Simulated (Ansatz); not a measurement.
Geometry optimisation, Ansatz, RKS r2SCAN/STO-3G.

The input (input.yaml):

```yaml
crystal:
  periodic: [false, false, false]
  atoms:
    - { symbol: "N", position_ang: [-0.203, -1.5069, 0.4022] }
    - { symbol: C, position_ang: [-0.548, -0.0369, 0.1908] }
    - { symbol: F, position_ang: [-1.8302, 0.2939, 0.5484] }
    - { symbol: C, position_ang: [-0.1427, 0.5211, -1.1809] }
    - { symbol: "N", position_ang: [0.7646, 1.242, -0.8291] }
    - { symbol: C, position_ang: [0.6326, 0.8778, 0.6146] }
    - { symbol: F, position_ang: [1.7852, 0.257, 1.0629] }
    - { symbol: H, position_ang: [-1.02129, -1.98301, 0.71425] }
    - { symbol: H, position_ang: [0.52701, -1.6078, 1.02066] }
    - { symbol: H, position_ang: [-0.7088, 0.2999, -2.1084] }
    - { symbol: H, position_ang: [0.3323, 1.7148, 1.2617] }
basis:
  gaussian: { orbitals: STO-3G }
hamiltonian:
  xc: r2scan
relax:
  f_tol: 0.015
  max_steps: 40
```

Command:

```bash
$ ansatz run input.yaml --threads 1 --pin off --max-ram 2048MiB --backend cpu --events-out ev --progress --plain --runs-dir out
```

Task: Where does it end, and by what steps?

Result: It converged. Limits of this set-up: minimal basis. After 12 steps the energy has fallen by 1.575 eV; H8 moved furthest, 0.44 Å. The start is strongly strained (largest force component 9 eV/Å).

| step | energy less start (eV) | largest force component (eV/Å) | accepted |
| --- | --- | --- | --- |
| 0 | 0.0000 | 9.188 | yes |
| 1 | -1.3496 | 1.525 | yes |
| 2 | -1.5004 | 0.544 | yes |
| 3 | -1.5241 | 0.820 | yes |
| 4 | -1.5378 | 0.317 | yes |
| 5 | -1.5450 | 0.236 | yes |
| 6 | -1.5552 | 0.294 | yes |
| 7 | -1.5628 | 0.270 | yes |
| 8 | -1.5713 | 0.182 | yes |
| 9 | -1.5741 | 0.106 | yes |
| 10 | -1.5748 | 0.090 | yes |
| 11 | -1.5751 | 0.034 | yes |
| 12 | -1.5752 | 0.009 | yes |

```xyz
11
Properties=species:S:1:pos:R:3
N -0.276 -1.555 0.291
C -0.650 -0.081 0.138
F -1.924 0.169 0.615
C -0.216 0.524 -1.233
N 0.870 1.216 -0.873
C 0.608 0.846 0.653
F 1.607 0.064 1.222
H -0.888 -1.850 1.111
H 0.683 -1.437 0.765
H -0.609 0.424 -2.261
H 0.383 1.753 1.269
```

Whether the end is a true minimum wasn't checked by a vibrational analysis.

The run took 2.1 min on 1 thread of Intel(R) Xeon(R) Processor @ 2.50GHz (Skylake/Cascade Lake), on a shared host, peak memory 0.16 GiB.
